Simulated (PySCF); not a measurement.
## The second ionisation energy along the 4p block

All values are computed (PySCF 2.14, energy differences of UHF-based or UKS calculations, no spin-orbit coupling). Values in eV. The last column holds reference values (NIST; (s) semi-empirical, (t) theoretical, else measured). Unmarked ones compare directly (S terms, centres of terms, or small fine structure); those marked * lie between the lowest fine-structure levels and include a spin-orbit shift.

| element | configurations | UHF | LDA | PBE | PBE0 | MP2 (valence) | CCSD(T) (valence) | reference |
| --- | --- | --- | --- | --- | --- | --- | --- | --- |
| Ga (aug-cc-pVQZ-PP with ECP10MDF, ECP) | [Ar] 3d10 4s2 → [Ar] 3d10 4s1 | 18.745 | 21.099 | 20.678 | 20.362 | 19.499 | 19.772 | 20.515 |
| Ge (aug-cc-pVQZ-PP with ECP10MDF, ECP) | [Ar] 3d10 4s2 4p1 → [Ar] 3d10 4s2 | 15.255 | 15.820 | 15.700 | 15.750 | 15.521 | 15.605 | 15.789 |
| As (aug-cc-pVQZ-PP with ECP10MDF, ECP) | [Ar] 3d10 4s2 4p2 → [Ar] 3d10 4s2 4p1 | 17.980 | 18.583 | 18.433 | 18.505 | 18.391 | 18.440 | 18.589 * |
| Se (aug-cc-pVQZ-PP with ECP10MDF, ECP) | [Ar] 3d10 4s2 4p3 → [Ar] 3d10 4s2 4p2 | 20.839 | 21.394 | 21.237 | 21.346 | 21.388 | 21.379 | 21.196 ± 0.01 * |
| Br (aug-cc-pVQZ-PP with ECP10MDF, ECP) | [Ar] 3d10 4s2 4p4 → [Ar] 3d10 4s2 4p3 | 20.230 | 21.573 | 21.301 | 21.327 | 21.047 | 21.205 | 21.409 |
| Kr (aug-cc-pVQZ-PP with ECP10MDF, ECP) | [Ar] 3d10 4s2 4p5 → [Ar] 3d10 4s2 4p4 | 23.232 | 24.551 | 24.247 | 24.300 | 24.202 | 24.263 | 24.360 * |

| method | elements | mean error (eV) | mean absolute error (eV) | largest error (eV) |
| --- | --- | --- | --- | --- |
| UHF | 3 | -1.161 | 1.161 | -1.770 |
| LDA | 3 | 0.260 | 0.260 | 0.584 |
| PBE | 3 | -0.011 | 0.120 | 0.163 |
| PBE0 | 3 | -0.091 | 0.091 | -0.153 |
| MP2 (valence) | 3 | -0.549 | 0.549 | -1.016 |
| CCSD(T) (valence) | 3 | -0.377 | 0.377 | -0.743 |

Errors include the incompleteness of the basis and the frozen core.

"Valence" correlates the outer s and p shells and, in groups 3 to 12 and the f block, the outer d or f shell, open or full, or the next shell where the ion has no valence electron left; the wider scheme adds the next inner shell.
